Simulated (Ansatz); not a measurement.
```xyz
10

F     0.617   -2.115    0.984
Si   -0.055   -0.669    0.962
C     0.945    0.570   -0.060
O     0.071    0.826   -1.183
C    -1.102    0.177   -1.057
N    -1.418   -0.586   -0.096
H    -0.330   -0.319    2.369
H     1.131    1.523    0.439
H     1.892    0.194   -0.452
H    -1.751    0.400   -1.905
```

Charge 0, multiplicity 1.

Problem. List the CAM-B3LYP/def2-TZVPP orbital energies in eV (Ansatz). (Best estimate.)

Solution. Computed: Occupied: -1802.13, -673.56, -524.08, -391.02, -282.03, -280.33, -146.58, -101.96, -101.92, -101.87, -34.71, -32.29, -26.72, -22.34, -18.32, -17.62, -16.09, -15.61, -15.04, -14.38, -14.13, -13.57, -12.51, -12.12, -10.69, -9.77, -9.52. Lowest empty: 0.65, 1.70, 1.94, 2.45, 3.00, 3.35, 3.65, 3.90.
